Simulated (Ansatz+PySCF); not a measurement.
**singlet BeH₂: levels of theory in one basis**

```yaml
atoms:
  - { symbol: H, position_ang: [0.0000, 0.0000, -1.2721] }
  - { symbol: Be, position_ang: [0.0000, 0.0000, 0.0000] }
  - { symbol: H, position_ang: [0.0000, 0.0000, 1.2721] }
```

Basis set: 6-31G (spherical functions). All electrons are correlated. Charge 0, multiplicity 1.

Computed with Ansatz (development build ahead of 0.2.0) and PySCF 2.14.0; each method stands on the lowest determinant of its kind that the runs found.

| method | E − E(RHF) (eV) | <S²> of the determinant |
| --- | --- | --- |
| RHF | 0.00 | – |
| RHF-CCSD | -1.08 | – |
| RHF-CCSD(T) | -1.08 | – |
| full CI (lowest root of this spin) | -1.09 | – |

**Question.** What does RHF-MP2 give on the same scale?

**Answer.** -0.78 eV.
